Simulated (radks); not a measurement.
All-electron atom: Ag4+ in [Kr] 4d5 4f2 (not the ground configuration). Calculated with a radial shooting solver on a logarithmic mesh with Libxc functionals: scalar-relativistic Kohn-Sham, PBE, spin-polarised, spherical densities, point nucleus; open shells are filled with parallel spins first (spin-orbit coupling, left out, can overturn this in heavy ions).

Local quantities along the radius. ELF = 1/(1 + alpha^2) is the electron localisation function; alpha = (tau - tau_W)/tau_unif compares the Pauli kinetic energy density with that of the uniform gas (summed over spins); s = |grad rho|/(2 (3 pi^2)^(1/3) rho^(4/3)) is the reduced gradient; 4 pi r^2 rho is in e/bohr. tau is taken from the large components.

r (bohr)	ELF	alpha	s	4 pi r^2 rho
0.002501	0.999	0.02430	0.5428	6.057
0.002888	0.999	0.02528	0.5273	7.654
0.003309	0.999	0.02649	0.5161	9.498
0.003821	0.999	0.02814	0.5075	11.86
0.004413	0.999	0.03028	0.5023	14.70
0.005056	0.999	0.03286	0.5002	17.87
0.005839	0.999	0.03639	0.5012	21.75
0.006744	0.998	0.04102	0.5054	26.19
0.007726	0.998	0.04677	0.5125	30.83
0.008923	0.997	0.05492	0.5236	36.13
0.01031	0.996	0.06612	0.5387	41.62
0.01181	0.994	0.08086	0.5568	46.74
0.01363	0.989	0.1031	0.5804	51.75
0.01575	0.982	0.1361	0.6086	55.91
0.01804	0.968	0.1829	0.6392	58.70
0.02083	0.937	0.2588	0.6740	60.12
0.02406	0.875	0.3780	0.7074	59.85
0.02757	0.768	0.5500	0.7297	58.22
0.03184	0.603	0.8116	0.7296	55.59
0.03677	0.437	1.135	0.6860	53.02
0.04212	0.338	1.399	0.5952	51.73
0.04865	0.315	1.474	0.4650	52.65
0.05618	0.375	1.292	0.3493	56.42
0.06437	0.494	1.013	0.2916	62.22
0.07434	0.634	0.7593	0.2905	69.19
0.08585	0.731	0.6073	0.3338	74.59
0.09836	0.763	0.5580	0.3982	76.08
0.1136	0.728	0.6108	0.4752	72.69
0.1312	0.606	0.8064	0.5374	65.17
0.1503	0.433	1.145	0.5406	57.10
0.1736	0.311	1.489	0.4417	51.36
0.2005	0.330	1.426	0.2890	51.02
0.2297	0.471	1.060	0.2132	55.01
0.2652	0.651	0.7315	0.2384	59.90
0.3063	0.754	0.5705	0.3308	60.47
0.3509	0.771	0.5444	0.4533	54.47
0.4053	0.694	0.6634	0.6084	42.55
0.4681	0.468	1.067	0.7455	29.55
0.5363	0.238	1.789	0.7203	20.66
0.6193	0.207	1.959	0.4457	16.72
0.7153	0.422	1.170	0.2589	16.83
0.8195	0.679	0.6870	0.2934	17.62
0.9464	0.775	0.5383	0.4263	16.75
1.093	0.755	0.5689	0.5962	13.73
1.252	0.660	0.7171	0.7844	9.923
1.446	0.478	1.045	1.013	6.220
1.67	0.266	1.662	1.246	3.574
1.913	0.129	2.600	1.407	2.071
2.21	0.065	3.802	1.454	1.220
2.552	0.041	4.816	1.472	0.7780
2.924	0.031	5.633	1.637	0.5229
3.377	0.021	6.865	2.080	0.3242
3.9	0.012	9.217	2.895	0.1764
4.468	0.005	13.71	4.237	0.08412
5.16	0.002	24.31	6.882	0.03073
5.959	0.000	52.17	12.28	0.008454
6.827	0.000	131.9	23.35	0.001836
7.884	0.000	451.4	51.66	0.0002511

On this mesh the ELF has minima near r = 0.049, 0.17, 0.62 bohr, which separate the shells, and maxima near 0.098 (0.76), 0.35 (0.77), 0.95 (0.78).
